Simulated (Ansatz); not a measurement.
Start from `F[SiH]([SeH])O[SiH3]` and change one atom or group to get `N[SiH](F)[SeH]`.

Ansatz, PBE0-D4/def2-TZVP geometries, multiplicity 1. Each molecule was computed in one conformer, which needn't be the lowest.

Scalar relativity is left out up to krypton.

```json
{"property": "HOMO–LUMO gap (B3LYP/def2-TZVPP) / eV", "`F[SiH]([SeH])O[SiH3]`": "6.78"}
{"property": "LUMO energy (PBE/def2-TZVPP) / eV", "`F[SiH]([SeH])O[SiH3]`": "-1.11"}
{"property": "HOMO–LUMO gap (PBE0/def2-TZVPP) / eV", "`F[SiH]([SeH])O[SiH3]`": "7.30"}
{"property": "size of the dipole moment (PBE/def2-TZVPP) / D", "`F[SiH]([SeH])O[SiH3]`": "1.22"}
{"property": "zero-point energy (PBE0-D4/def2-TZVP) / kJ/mol", "`F[SiH]([SeH])O[SiH3]`": "132.9"}
{"property": "HOMO energy (PBE/def2-TZVPP) / eV", "`F[SiH]([SeH])O[SiH3]`": "-6.32"}
```

(1) Give the same properties after the change, and the shifts. (Estimate.)

Answers

(1) The calculation gave: 
```json
{"property": "HOMO–LUMO gap (B3LYP/def2-TZVPP) / eV", "`N[SiH](F)[SeH]`": "6.91", "shift": "0.13"}
{"property": "LUMO energy (PBE/def2-TZVPP) / eV", "`N[SiH](F)[SeH]`": "-0.80", "shift": "0.31"}
{"property": "HOMO–LUMO gap (PBE0/def2-TZVPP) / eV", "`N[SiH](F)[SeH]`": "7.44", "shift": "0.14"}
{"property": "size of the dipole moment (PBE/def2-TZVPP) / D", "`N[SiH](F)[SeH]`": "2.38", "shift": "1.16"}
{"property": "zero-point energy (PBE0-D4/def2-TZVP) / kJ/mol", "`N[SiH](F)[SeH]`": "121.8", "shift": "-11.1"}
{"property": "HOMO energy (PBE/def2-TZVPP) / eV", "`N[SiH](F)[SeH]`": "-6.18", "shift": "0.14"}
```

With PBE0 the HOMO rises by 0.15 eV and the LUMO rises by 0.31 eV, so the gap widens by about 0.16 eV. PBE moves the HOMO by 0.14 eV and ωB97M-V by 0.17 eV. The zero-point energy changes by -11.1 kJ/mol with -6 modes. Dipoles are sizes alone; their direction can turn.

B3LYP here is the variant with VWN-RPA as its local correlation; programs differ in this.

Spin–orbit coupling is left out; it splits and shifts lone-pair levels of the heavy atoms by tenths of an eV.
